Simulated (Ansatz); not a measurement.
F3Hf, doublet, at a GFN2-xTB geometry (such geometries of metal compounds can be far from the true shape) (the multiplicity is a formal guess) (core potentials on Hf). Base run: HF/def2-SV(P) (Ansatz, a program for electronic structure).

Here is a job for Ansatz.
Ansatz 0.2 input:
```yaml
crystal:
  periodic: [false, false, false]
  atoms:
    - {symbol: Hf, position_ang: [0.01327631, 0.08252816, 0.03016674]}
    - {symbol: F, position_ang: [1.72739045, -0.45805359, -0.20520023]}
    - {symbol: F, position_ang: [-0.88642622, -0.63545890, 1.43046795]}
    - {symbol: F, position_ang: [-0.94717471, 0.43328718, -1.46660162]}
basis:
  gaussian:
    orbitals: def2-SV_P_.json
hamiltonian:
  xc: hf
magnetization: {spin_polarized: true, initial_magnetization: 1}
```
The basis file holds def2-SV(P) in the JSON format of the Basis Set Exchange.

The bond that is stretched is that between atoms 2 and 1. A test that says stable can miss a lower solution.

The base run was repeated with changes; each row names its change, and settings that it needs were set with it.

```csv
change,ΔE vs base (mEh),<S^2>,stability test says
base,0.000,0.752,minimum
spin_polarized = on; lower_state_search = off,0.000,0.752,undecided (no full test)
spin_polarized = on; lower_state_search = standard,0.000,0.752,minimum
bond × 1.25,22.956,0.752,minimum
spin_polarized = on; lower_state_search = off; bond × 1.25,22.956,0.752,undecided (no full test)
spin_polarized = on; lower_state_search = standard; bond × 1.25,22.956,0.752,minimum
bond × 1.5,99.903,0.752,minimum
spin_polarized = on; lower_state_search = off; bond × 1.5,99.903,0.752,undecided (no full test)
spin_polarized = on; lower_state_search = standard; bond × 1.5,99.903,0.752,minimum
bond × 1.8,173.9,1.279,minimum
spin_polarized = on; lower_state_search = off; bond × 1.8,175.1,0.754,undecided (no full test)
spin_polarized = on; lower_state_search = standard; bond × 1.8,173.9,1.279,minimum
bond × 2.2,181.7,1.354,minimum
spin_polarized = on; lower_state_search = off; bond × 2.2,181.7,1.354,undecided (no full test)
spin_polarized = on; lower_state_search = standard; bond × 2.2,181.7,1.354,minimum
bond × 3.0,182.4,1.356,minimum
spin_polarized = on; lower_state_search = off; bond × 3.0,190.0,1.755,undecided (no full test)
spin_polarized = on; lower_state_search = standard; bond × 3.0,182.4,1.356,minimum
```

On stretching, the SCF can end on different states; <S^2> shows the spin contamination of each.
